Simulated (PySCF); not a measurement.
# What a mistake does to a calculation on Al2CGeH8

These are calculations, not measurements. They come from PySCF 2.14.0, an open-source quantum chemistry program, on an isolated molecule that a program drew, which may never have been made. The molecule is Al2CGeH8 (charge 0, singlet), drawn as the SMILES string `[AlH2][CH]([AlH2])[GeH3]`.

Each row is a Hartree-Fock (HF) and frozen-core CCSD(T) single point in the cc-pV(D+d)Z basis, meant for a local HF minimum. Run 1 is clean. Each other run has one planted mistake out of seven kinds, and not every kind appears here: one electron removed, one electron added, multiplicity raised by two, geometry at a saddle point, minimal basis STO-3G, one bond length entered in bohr, all coordinates scaled. The reference is restricted for singlets and unrestricted otherwise, and also for a bond in bohr. Adding or removing an electron swaps singlet and doublet. Electrons count all cores. HOMO and LUMO are orbital energies over both spins, the gradient is its largest component, and the lowest frequency (negative if imaginary) is given only where the gradient is small. Bond lengths are over the 11 bonds as drawn. T1 is the CCSD diagnostic: over 0.02 (restricted) or 0.045 (unrestricted) a single reference is doubtful. Germanium has the cc-pVDZ-PP basis, with a core potential (ECP10MDF) in place of its 10 inner electrons, and its 3s, 3p and 3d shells are frozen in CCSD(T).

Geometry of the clean run:
```xyz
12
Al2CGeH8, angstrom
Al    1.3701   -2.5674   -0.9714
C    -0.0619   -1.4929   -0.1901
Al    0.3178   -0.6064    1.5086
Ge   -0.7818   -0.2078   -1.5115
H     1.3972   -4.1309   -0.7310
H     2.5068   -1.8875   -1.8372
H    -0.8550   -2.2187    0.0472
H     1.0728    0.7838    1.5405
H    -0.1279   -1.2878    2.8652
H    -1.2263   -0.9294   -2.7951
H    -2.0086    0.5304   -0.9493
H     0.2824    0.8301   -1.8813
```

| run | electrons | basis functions | <S^2> | HOMO (eV) | LUMO (eV) | gradient (hartree/bohr) | lowest frequency (cm^-1) | mean bond (Å) | longest bond (Å) | T1 | HF (hartree) | CCSD(T) (hartree) | mistake |
|---|---|---|---|---|---|---|---|---|---|---|---|---|---|
| 1 | 72 | 123 | 0.000 | -10.59 | 0.72 | 1.1e-05 | 53 | 1.6294 | 1.979 | 0.0117 | -819.71950 | -820.17886 | no fault |
| 2 | 72 | 123 | 2.013 | -4.89 | -2.39 | 6.9e-02 | - | 1.6294 | 1.979 | 0.0262 | -819.55334 | -820.00986 | multiplicity raised by two |
| 3 | 72 | 123 | 0.850 | -8.89 | 0.67 | 6.3e-03 | - | 1.7533 | 2.895 | 0.0404 | -819.61580 | -820.06266 | one bond length entered in bohr |
| 4 | 71 | 123 | 0.768 | -16.00 | -7.43 | 5.0e-02 | - | 1.6294 | 1.979 | 0.0257 | -819.38995 | -819.82378 | one electron removed |
| 5 | 72 | 123 | 0.000 | -10.79 | 0.85 | 2.9e-02 | - | 1.5480 | 1.880 | 0.0109 | -819.69300 | -820.14907 | ? |

**Which mistake was planted in run 5, and what did it cost?**

The mean and the longest bond both change by the same factor, 0.950, and the gradient is no longer small. So the mistake is: all coordinates scaled. Subtracting run 1 and multiplying by 627.51 kcal/mol a hartree, the energy moved by 16.6 kcal/mol in HF and 18.7 kcal/mol in CCSD(T).

